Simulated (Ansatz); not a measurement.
Basis sets compared for Si₂₀H₂₇⁺, a nanocrystal with a defect cut from the lattice of silicon (one cap removed). Total charge 1; singlet. Geometry PBE-D4/def2-SVP. Ansatz on 2 threads of AMD EPYC 7R13 on a shared host and a share (18 GiB) of an NVIDIA H100 80GB HBM3; times are rough, and most runs start from earlier orbitals.

```xyz
47

Si   -2.232   -2.543    2.514
Si    3.378    0.545    2.898
Si    3.522    0.493   -1.445
Si   -2.401   -2.461   -1.412
Si    0.576   -0.997   -3.333
Si    0.678   -1.080    0.504
Si   -1.482    1.310    2.494
Si    1.123    2.908    0.797
Si   -1.836    1.319   -1.396
Si    1.035    2.879   -3.178
Si    1.850   -1.213    2.543
Si   -1.036   -2.705    0.491
Si   -3.103   -0.376    2.820
Si    1.959   -1.287   -1.446
Si    2.400    2.684    2.763
Si    2.110    2.338   -1.172
Si   -1.066   -2.693   -3.341
Si   -3.478   -0.370   -1.495
Si   -0.515    1.095   -3.326
Si   -0.364    1.018    0.413
H    -3.371   -3.527    2.508
H    -1.302   -2.861    3.655
H     3.976    0.416    4.275
H     4.482    0.481    1.879
H     4.157    0.672   -2.800
H     4.560    0.415   -0.363
H    -3.448   -3.547   -1.389
H     1.444   -1.061   -4.565
H    -0.422    1.236    3.561
H    -2.077    2.694    2.501
H     0.286    4.148    0.624
H    -2.414    2.709   -1.312
H     2.079    2.855   -4.262
H     0.365    4.220   -3.075
H     2.572   -2.534    2.601
H     0.816   -1.175    3.637
H    -0.347   -4.047    0.417
H    -3.606   -0.204    4.231
H    -4.229   -0.115    1.859
H     2.691   -2.603   -1.530
H     3.450    3.761    2.690
H     1.478    2.961    3.917
H    -0.381   -4.034   -3.344
H    -1.908   -2.545   -4.581
H    -4.156   -0.214   -2.832
H    -4.496   -0.207   -0.402
H    -1.317    1.241   -4.595
```

Single mean-field runs in def2-SVP, def2-TZVP are fitted with def2-universal-jkfit.

| level | functions | energy (Eh) | HOMO (eV) | LUMO (eV) | wall time |
| --- | --- | --- | --- | --- | --- |
| PBE-D4/def2-SVP (with forces) | 495 | -5801.3547 | -9.12 | -7.31 | 7 s |
| PBE0-D4/def2-SVP | 495 | -5801.9403 | -10.05 | -6.86 | 7 s |

(1) Estimate the rows for PBE-D4/def2-TZVP, PBE0-D4/def2-TZVP.

Answers

(1) 
| level | functions | energy (Eh) | HOMO (eV) | LUMO (eV) | wall time |
| --- | --- | --- | --- | --- | --- |
| PBE-D4/def2-TZVP | 902 | -5803.3507 | -9.07 | -7.26 | 8 s |
| PBE0-D4/def2-TZVP | 902 | -5803.9168 | -9.96 | -6.76 | 11 s |
